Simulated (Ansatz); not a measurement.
Job for Ansatz (an electronic-structure program): R-CCSD(T)/def2-SVPD on CH5IS (a complex), monomers drawn apart or pushed together. Elements past Kr take the def2 small-core potentials; no spin–orbit coupling. The run froze 15 orbitals, filled d shells among them.

Ansatz 0.2 input:
```yaml
crystal:
  periodic: [false, false, false]
  atoms:
    - {symbol: S, position_ang: [-0.14422109, -0.46618844, -0.68130623]}
    - {symbol: H, position_ang: [-0.54897267, -1.74027228, -0.80640901]}
    - {symbol: H, position_ang: [-0.89930460, -0.27559249, 0.41601608]}
    - {symbol: C, position_ang: [1.07528424, -1.23339856, 3.39170394]}
    - {symbol: I, position_ang: [-0.99483107, -0.84501135, 3.86227617]}
    - {symbol: H, position_ang: [1.29771456, -2.23877016, 3.72986879]}
    - {symbol: H, position_ang: [1.17629906, -1.13631553, 2.31611131]}
    - {symbol: H, position_ang: [1.66688534, -0.49525154, 3.92061315]}
basis:
  gaussian:
    orbitals: def2-SVPD
magnetization: {spin_polarized: false}
correlation: {method: ccsd_t, electrons: outside_noble_gas}
scf: {lower_state_search: off}
```

The head of its log:

```
WARN ansatz: RAYON_NUM_THREADS=1 ignored (pool sized by the plan → 1); use --threads N
Functional definition: HF
these checks for a lower state are left out or cut short: stability, starts, cluster_reference, orbital_swaps, neighbouring_geometries, increment
integrals: 0.24 GiB planned
1288 factors; integrals over basis functions are off by at most 1.1e-3 eV
mean field: 0.42 GiB planned
mean field evaluation 1: about -19994.0538 eV, gradient 1.7e1 eV
mean field evaluation 2: about -19994.1555 eV, gradient 1.7e1 eV
mean field evaluation 4: about -19995.2411 eV, gradient 1.6e0 eV
mean field evaluation 8: about -19995.2559 eV, gradient 1.6e-1 eV
mean field -19995.25606160 eV, -734.8121069923 hartree, gradient 1.9e-6 eV, S^2 0.000000; 0 other end points of the search recorded, 0 dependent functions left out
15 core orbitals not correlated
reference -19995.25606160 eV, -734.8121069923 hartree; 11, 11 occupied and 96, 96 virtual orbitals, 1288 factors
```

**Question.** Predict the final total energy.

**Answer.** -735.2954 hartree (reference determinant -734.8121, T1 diagnostic 0.010).
